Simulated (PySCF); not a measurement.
## From a computed spectrum to the compound

A species of 5 atoms with charge 3 has these harmonic modes (PBE0, small Gaussian bases with core potentials, PySCF 2.14.0):

```tsv
cm⁻¹	km/mol	symmetry
160	137.2	a1
835	8.3	e
835	8.3	e
1274	0.0	a1
1434	87.9	e
1434	87.9	e
3003	882.7	a1
3164	582.6	e
3164	582.6	e
```

Which species is it, and in which structure?

[Tl(NH3)]3+ (singlet):
```xyz
5

Tl    0.0000    0.0000   -0.1931
N     0.0000    0.0000    2.2819
H     1.0358    0.0000    2.5260
H    -0.5180    0.8970    2.5260
H    -0.5179   -0.8971    2.5260
```
Ideal gas at 298.15 K and 1 bar: S = 271.4 J/(mol K), Cp = 47.6 J/(mol K), H − H(0 K) = 12.0 kJ/mol (rigid rotor, harmonic modes, spin degeneracy alone). 
 The answer isn't unique; the calculation gave this one.
